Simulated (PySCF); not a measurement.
Consider 4-fluorotoluene, `Cc1ccc(F)cc1` (C7H7F). Atom numbers as in the mapped SMILES `[CH3:1][c:2]1[cH:3][cH:4][c:5]([F:6])[cH:7][cH:8]1`. These are map numbers, not IUPAC locants.

Energies: ωB97X-D3(BJ)/ma-def2-TZVP (PySCF, density fitting, integration grid level 2) on PBE0-D3(BJ)/def2-SVP structures. The prefix ma- adds one diffuse s and one diffuse p function on all atoms but H. ωB97X-D3(BJ) is ωB97X-V with D3(BJ) in place of VV10. Thermal corrections: PBE0-D3(BJ)/def2-SVP frequencies, unscaled, ideal gas at 298.15 K and 1 bar, quasi-RRHO entropy.

(1) What are the vertical and the adiabatic ionisation energy for forming the radical cation?

(2) Where does the unpaired spin of the relaxed radical cation sit?

(3) What oxidation potential follows in acetonitrile (IEF-PCM), given that Fc+/Fc comes at 4.54 V absolute with this functional and basis?

(4) How far is −ε(HOMO) from the vertical value by ΔSCF?

## Answers

(1) 8.84 eV vertical and 8.62 eV adiabatic, the latter with zero-point energy.

(2) C2 (aromatic carbon) 0.40, C5 (aromatic carbon) 0.33, F6 (fluorine) 0.09 (intrinsic atomic orbital populations).

(3) In the gas phase ΔG of oxidation is 8.590 eV, and solvation is -13.3 kJ/mol for the parent and -219.6 kJ/mol for the product, so the absolute potential is 6.45 V, or 1.91 V against Fc+/Fc. Fc+/Fc in acetonitrile, 4.54 V, is ωB97X-D3(BJ)/ma-def2-TZVP on PBE0-D3(BJ)/def2-SVP structures with GFN2-xTB thermal terms. Benchmark calculations put it near 5.0 V in acetonitrile and DMSO, so it is about 0.5 V low, and the value against it can read up to that much too high. The solvent is electrostatics only, on gas-phase structures; the absolute scale refers to an electron at rest in vacuum.

(4) −ε(HOMO) = 9.06 eV, which is 0.22 eV above the ΔSCF value.
